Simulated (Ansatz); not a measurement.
`O/C=N/[SiH3]` + `[AsH3]` → `[SiH3][AsH2]` + `N=CO`  (ligand exchange at the Si–N bond)

Program: Ansatz. Geometries: PBE0-D4/def2-TZVP. ΔE: electronic, gas phase. CBS: MP2 limit from def2 TZ/QZ plus the TZ coupled-cluster correction, frozen cores. This one scheme is used for every species. DFT in def2-TZVPP. For As outer-core shells are correlated without core-valence functions, which leaves a few kJ/mol of doubt a bond. Scalar relativity is left out up to krypton. One conformer a species, not always the lowest.

CCSD(T)/CBS gives +0.17 eV.

(1) Another level gave +0.31 eV. Which?
A. B2PLYP/def2-TZVPP
B. r2SCAN-D4/def2-TZVPP
C. PBE-D4/def2-TZVPP
D. HF/def2-TZVPP

(2) What do rigid-rotor, harmonic-oscillator terms from PBE0-D4/def2-TZVP frequencies (298.15 K, 1 bar) make of the CCSD(T)/CBS value? (An estimate is asked.)

Largest T1 diagnostic among the species: 0.014.

Answers

(1) D. HF/def2-TZVPP 0.31, r2SCAN-D4 0.17, B2PLYP 0.23, PBE-D4 0.09 eV.

(2) Computed: ΔZPE = +0.09 eV, ΔH = +0.25 eV, ΔS = 15 J/(mol·K), ΔG = +0.20 eV.

Leaving LDA and LC-ωPBE aside and taking each functional with its dispersion term where it has one, the values, not all of them listed here, spread over 0.17 eV, from PBE-D4 to CAM-B3LYP-D4. LDA lies +0.05 eV from PBE without D4. In def2-TZVPP, CCSD(T) changes the Hartree–Fock value by −0.12 eV (the triples alone add −0.01 eV) and MP2 by −0.10 eV. From BLYP to BHLYP (50 % exact exchange), in def2-TZVPP and without D4, ΔE moves by +0.06 eV.
